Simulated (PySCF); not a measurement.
**PbCl, MP2: how much the basis matters**

PySCF, UHF reference; doublet, unpaired electrons π ↑; De to Pb + Cl without counterpoise correction. Frozen cores follow the default of each basis and core potential.

| basis | relativity | functions | Re (Å) | ωe (cm⁻¹) | De (eV) | frozen orbitals |
| --- | --- | --- | --- | --- | --- | --- |
| def2-SVP | scalar-relativistic core potentials | 44 | 2.487 | 331 | 3.24 | 9 |
| def2-SVPD | scalar-relativistic core potentials | 59 | 2.527 | 307 | 3.57 | 9 |
| x2c-TZVPPall | spin-free X2C | 125 | 2.453 | 324 | 3.69 | 39 |

(1) How does each smaller set differ from the one with most functions, x2c-TZVPPall?

Correlated steps freeze the inner cores (9 to 39 orbitals); shallow outer-core shells are correlated. Correlated levels converge slowly with the basis: in double zeta they bind strong bonds too weakly, by up to about 1 eV, and carry superposition errors of some tenths. Spin–orbit coupling is left out, which matters for elements this heavy, above all for dissociation energies. The state is the lowest determinant that a PBE0 search found; another state may lie lower at other levels.

## Answers

(1) def2-SVP: +3.4 pm, +2.2 % in ωe, -0.45 eV in De; def2-SVPD: +7.4 pm, -5.2 % in ωe, -0.12 eV in De. All at MP2; the set with most functions is neither the basis-set limit nor always the best. The rows treat relativity differently, so the differences are not basis effects alone.
